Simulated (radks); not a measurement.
All-electron atom: Os22+ in [Kr] 4d10 4f8. Calculated with a radial shooting solver on a logarithmic mesh with Libxc functionals: scalar-relativistic Kohn-Sham, BLYP, spin-polarised, spherical densities, finite nucleus; open shells are filled with parallel spins first (spin-orbit coupling, left out, can overturn this in heavy ions); Fermi nuclear charge, rms radius 5.4126 fm. Some entries of the table are withheld. Estimate them.

| orbital | occ. | eigenvalue (eV) | <1/r> (bohr^-1) | <r^2> (bohr^2) |
|---|---|---|---|---|
| 1s down | 1 | -74474.78 | 90.42 | 0.0004335 |
| 1s up | 1 | -74474.76 | 90.42 | 0.0004335 |
| 2s up | 1 | -13482.63 | 21.17 | 0.006643 |
| 2s down | 1 | -13482.45 | 21.17 | 0.006643 |
| 2p up | 3 | -11823.68 | 19.05 | 0.005531 |
| 2p down | 3 | -11823.55 | 19.06 | 0.005531 |
| 3s up | 1 | -3613.326 | 7.850 | 0.04293 |
| 3s down | 1 | -3607.875 | 7.859 | 0.04285 |
| 3p up | 3 | -3125.802 | 7.217 | 0.04378 |
| 3p down | 3 | -3120.306 | 7.227 | 0.04368 |
| 3d up | 5 | -2580.381 | 6.808 | 0.03627 |
| 3d down | 5 | -2576.183 | 6.817 | 0.03615 |
| 4s up | 1 | -1222.375 | 3.439 | 0.2003 |
| 4s down | 1 | -1213.298 | 3.432 | 0.2008 |
| 4p up | 3 | -1057.308 | 3.149 | 0.2232 |
| 4p down | 3 | -1048.598 | 3.141 | 0.2239 |
| 4d up | 5 | -853.5050 | 2.870 | 0.2428 |
| 4d down | 5 | -844.9544 | 2.861 | 0.2440 |
| 4f up | 7 | -628.0163 | (1) | 0.2476 |
| 4f down | 1 | -618.8942 | (2) | 0.2506 |
| 5s up | 0 | -573.6254 | 1.698 | (3) |
| 5s down | 0 | -569.2528 | 1.685 | (4) |
| 5p up | 0 | -513.2375 | 1.565 | (5) |
| 5p down | 0 | -509.5493 | 1.551 | (6) |

Answer. 
(1) 4f up <1/r> (bohr^-1): 2.565
(2) 4f down <1/r> (bohr^-1): 2.555
(3) 5s up <r^2> (bohr^2): 0.7526
(4) 5s down <r^2> (bohr^2): 0.7617
(5) 5p up <r^2> (bohr^2): 0.8605
(6) 5p down <r^2> (bohr^2): 0.8727
